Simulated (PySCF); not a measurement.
Ga(All)2(Cl), C6H10ClGa, SMILES C(=C)[CH2][Ga]([CH2]C=C)[Cl], singlet, GFN2-xTB optimised geometry. Atoms within 1.6 Å of the plane z = 0.8 Å (x, y, z in Å): Ga1 (1.10, 0.98, 0.00), C2 (0.17, 2.87, 0.00), C3 (-1.30, 2.74, -0.15), C4 (-2.15, 2.67, 0.87), H6 (0.44, 3.33, 0.96), H8 (-1.81, 2.71, 1.89), H9 (-3.21, 2.58, 0.72), C10 (0.09, -0.86, 0.04), C11 (1.07, -1.96, -0.15), C12 (1.61, -2.66, 0.83), H13 (-0.67, -0.84, -0.75), H14 (-0.41, -0.93, 1.01), H16 (1.35, -2.48, 1.86), H17 (2.33, -3.44, 0.64), Cl18 (3.21, 0.98, 0.00).

Computed with CAM-B3LYP/def2-SVP (PySCF). Cells within 0.4 Å of a nucleus heavier than hydrogen are left out (blank, or x).

Map of the Laplacian of the electron density (e/bohr⁵), clipped to [-1.50, 1.50] on the plane z = 0.8 Å:

```
|5555555555555555555555555555555|
|5555555555555555555555555555555|
|5555555555555555555555555555555|
|5555555555555556655555555555555|
|5555555566666666666555555555555|
|5555556666666666566655555555555|
|5555566666666665046655555555555|
|555566544x866666456655555555555|
|555566003xx66666666655555555555|
|5555665555566666666666666655555|
|5555566666666666666666666665555|
|5555556666666666666666666666555|
|5555555555555556679766655666555|
|5555555555555556678766665666555|
|5555555555555666666666666666555|
|5555555555556666666666666665555|
|5555555555556666666666666655555|
|5555555555566524666655555555555|
|5555555555566525666665555555555|
|5555555555556666666666655555555|
|5555555555556666666666655555555|
|5555555555555566666556665555555|
|5555555555555556665xx5665555555|
|5555555555555555665xx4666555555|
|5555555555555555666641466555555|
|5555555555555555566664565555555|
|5555555555555555556666665555555|
|5555555555555555555566555555555|
|5555555555555555555555555555555|
|5555555555555555555555555555555|
|5555555555555555555555555555555|
```
Scale: ten equal steps from -1.50 (start of '0') to 1.03 (end of '9'), in the order '0123456789'; x runs from -5.50 to 5.50, y from -5.50 (bottom) to 5.50 (top).
